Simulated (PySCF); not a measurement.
**Tin: a sound run and one with changed settings**

Sound run: Sn [Kr] 4d10 5s2 5p2, Sn+ [Kr] 4d10 5s2 5p1. Computed with PySCF 2.14 in def2-SVP with the def2 core potential (28 electrons), with scalar relativity through the core potential. The sound run starts from symmetry-adapted Hartree-Fock orbitals and uses a fine grid where one is needed.

Changed run: radial step 1.2 in ln r (0.13 in the sound run). This setting is unsound on purpose.

```tsv
species	method	sound run (hartree)	changed run (hartree)	converged
Sn	UHF	-213.33613	-213.33613	yes
Sn	MN15	-213.78626	-211.95259	yes
Sn	PBE0	-214.25429	-209.09437	yes
Sn+	UHF	-213.08429	-213.08429	yes
Sn+	MN15	-213.51730	-211.69447	yes
Sn+	PBE0	-213.98563	-208.81911	yes
```

Ionisation energy of Sn:

| method | sound run (eV) | changed run (eV) |
| --- | --- | --- |
| UHF | 6.853 | 6.853 |
| MN15 | 7.319 | 7.024 |
| PBE0 | 7.311 | 7.490 |

A coarse radial grid mis-integrates the density and the exchange-correlation energy, with errors of either sign; Hartree-Fock needs no grid.

For comparison, NIST gives 7.344 eV between the lowest levels.
